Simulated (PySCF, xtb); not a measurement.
C3H9AlO, SMILES CC[O][AlH][CH3].

GFN2-xTB in xtb at its own geometry gives an orbital gap of 4.51 eV and a dipole moment of 1.27 D.

Geometry optimised at PBE0-D3(BJ)/def2-SVP. One conformer was computed; it need not be the lowest.

Task: What does PySCF with ωB97X/def2-TZVP give? (The exact figures need the calculation; the answer reports its results.)

Result: gap 11.55 eV (levels -10.17 and 1.37 eV), dipole 0.15 D.
